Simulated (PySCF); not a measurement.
Compound: C₄H₁₀NOSi₂ (doublet state).
Z-matrix (Å and degrees, GFN2-xTB geometry), rows numbered from 1:
```
C 
C   1  1.3681
O   2  1.3453  1  133.85
C   3  1.3637  2  119.30  1    -4.02
C   4  1.3222  3  121.21  2   172.49
N   2  1.3304  1  107.95  3  -177.77
Si  6  1.7310  2  123.25  1  -174.73
Si  6  1.8408  2   95.89  1    -3.59
H   1  1.0794  2  124.48  3   -27.88
H   4  1.0835  3  115.84  2    -8.39
H   5  1.0751  4  121.15  3    -0.66
H   5  1.0729  4  120.77  3   178.90
H   7  1.4643  6  107.61  2   -63.64
H   7  1.4653  6  108.98  2    56.50
H   7  1.4568  6  104.17  2   176.40
H   8  1.4882  6  115.99  2   -69.22
H   8  1.5032  6   93.20  2  -166.41
H   8  1.4610  6  107.59  2    91.44
```

The hyperfine couplings belong to this conformer and change with its torsions.

Identity: `[H]/[C]=C(\OC=C)N([SiH3])[SiH3]` [radical].

Level of theory: PySCF, UKS B3LYP, pcH-1 on C H N O Si, non-relativistic, mean-field spin-orbit, GIAO. One conformer (not necessarily the lowest) at the GFN2-xTB geometry, without solvent, vibrations or thermal averaging. A GFN2-xTB geometry isn't a minimum of the functional, and hyperfine couplings can be far from their values at a DFT geometry. The frame is twisted about the C1–C2 bond at this geometry (dihedral H9–C1–C2–O3 = -28°); couplings at other torsion angles weren't computed. The SCF solution wasn't tested for stability.

Problem. What is the g tensor, term by term?

Solution. 
```csv
Δg (ppm),1,2,3
relativistic mass correction,-155,-155,-155
gauge correction,16,36,30
orbital Zeeman/spin–orbit,-18,909,2237
total,-156,791,2113
```

So g = 2.00216, 2.00311, 2.00443 and g_iso = 2.00324; the tensor is rhombic: the two nearest values differ by 42 % of g3 − g1. 

Problem. Average each term over the three axes. Which is largest in size?

Solution. The orbital-Zeeman/spin–orbit term 1043, the mass correction -155 and the gauge correction 28 ppm, for a total of 916 ppm. The orbital-Zeeman/spin–orbit term is the largest in size. The mass correction is the same along every axis, so the anisotropy comes from the other two: their spans along these axes are 20 (gauge) and 2255 ppm (orbital Zeeman/spin–orbit).

Problem. What effective moment and Curie constant follow for a powder?

Solution. With the mean of g² = 4.0130 and S(S+1) = 0.75: μ_eff = √(⟨g²⟩S(S+1)) = 1.735 μB and χT = 0.12505·⟨g²⟩·S(S+1) = 0.376 cm³ K/mol (cgs; spin-Hamiltonian part alone).

Problem. In a frozen sample, at which fields do the three g values resonate at 9.5, 34, 94 and 263 GHz (hyperfine left aside), and which band first spreads them over more than twice a line width of 1.0 mT?

Solution. 
| band | GHz | B(g3) mT | B(g2) mT | B(g1) mT | spread mT |
| --- | --- | --- | --- | --- | --- |
| X | 9.5 | 338.63 | 338.85 | 339.01 | 0.38 |
| Q | 34.0 | 1211.93 | 1212.73 | 1213.30 | 1.37 |
| W | 94.0 | 3350.62 | 3352.83 | 3354.42 | 3.80 |
| J | 263.0 | 9374.60 | 9380.79 | 9385.23 | 10.63 |

The spread grows in proportion to the frequency. W band is the first where it exceeds 2.0 mT.

The largest Mulliken spin populations are on C1 (+0.64), N6 (+0.22), H17 (+0.06) and H16 (+0.06).

The HOMO–LUMO gaps are 5.55 eV among the α and 2.39 eV among the β orbitals.

Hardware: one thread, Intel Xeon at 2.70 GHz (x86_64), on a shared host. Cost: 3.5 min of wall time (with the writing of density and orbital grids), 1.1 GiB resident at most.
